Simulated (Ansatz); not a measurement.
Na8H7⁺. Total charge 1; singlet. Geometry PBE0-D4/def2-SVP.

Cartesian coordinates in Å:
```
Na 1.585 -2.020 1.065
Na 2.397 0.750 -1.718
Na -4.054 0.565 1.177
Na -2.129 2.796 -1.483
Na -2.209 -2.172 2.776
Na -0.746 -0.088 0.347
Na 1.010 3.596 -3.474
Na 4.733 -4.327 1.869
H -0.874 3.675 -2.727
H 3.236 -3.203 1.455
H -0.470 -1.790 1.723
H 2.470 2.267 -3.013
H 1.304 -0.322 -0.324
H -3.787 -0.984 2.396
H -2.466 1.257 -0.068
```

HSE06 is defined as in plane-wave codes, on full-range PBE exchange. Another isomer (singlet) lies 0.90 eV lower at PBE0-D4/def2-TZVP; other spin states weren't run for this one.

(1) Estimate the orbital energies around the gap (eV) in Ansatz with PBE-D4/def2-SVP, PBE-D4/def2-TZVP, HSE06-D4/def2-TZVP, CAM-B3LYP-D4/def2-TZVP, ωB97M-V/def2-TZVP.

## Answers

(1) 
| orbital | PBE-D4/def2-SVP | PBE-D4/def2-TZVP | HSE06-D4/def2-TZVP | CAM-B3LYP-D4/def2-TZVP | ωB97M-V/def2-TZVP |
| --- | --- | --- | --- | --- | --- |
| HOMO−13 | -29.74 | -29.70 | -32.59 | -34.57 | -35.55 |
| HOMO−12 | -29.68 | -29.63 | -32.56 | -34.53 | -35.51 |
| HOMO−11 | -29.64 | -29.61 | -32.53 | -34.51 | -35.49 |
| HOMO−10 | -29.61 | -29.59 | -32.49 | -34.48 | -35.46 |
| HOMO−9 | -29.52 | -29.53 | -32.44 | -34.41 | -35.39 |
| HOMO−8 | -29.50 | -29.51 | -32.42 | -34.39 | -35.37 |
| HOMO−7 | -29.40 | -29.40 | -32.33 | -34.30 | -35.28 |
| HOMO−6 | -8.66 | -8.69 | -9.44 | -11.37 | -12.22 |
| HOMO−5 | -8.23 | -8.28 | -8.99 | -10.86 | -11.65 |
| HOMO−4 | -7.84 | -7.90 | -8.55 | -10.37 | -11.15 |
| HOMO−3 | -7.66 | -7.70 | -8.39 | -10.23 | -11.04 |
| HOMO−2 | -7.20 | -7.25 | -7.92 | -9.76 | -10.55 |
| HOMO−1 | -7.10 | -7.16 | -7.82 | -9.60 | -10.36 |
| HOMO | -6.64 | -6.70 | -7.35 | -9.14 | -9.90 |
| LUMO | -4.27 | -4.35 | -4.04 | -3.28 | -2.97 |
| LUMO+1 | -3.33 | -3.38 | -3.12 | -2.31 | -2.09 |
| LUMO+2 | -3.13 | -3.24 | -3.03 | -2.19 | -1.99 |
| LUMO+3 | -3.03 | -3.11 | -2.85 | -2.10 | -1.95 |
| LUMO+4 | -2.81 | -2.95 | -2.73 | -1.96 | -1.80 |
| LUMO+5 | -2.67 | -2.81 | -2.61 | -1.87 | -1.68 |
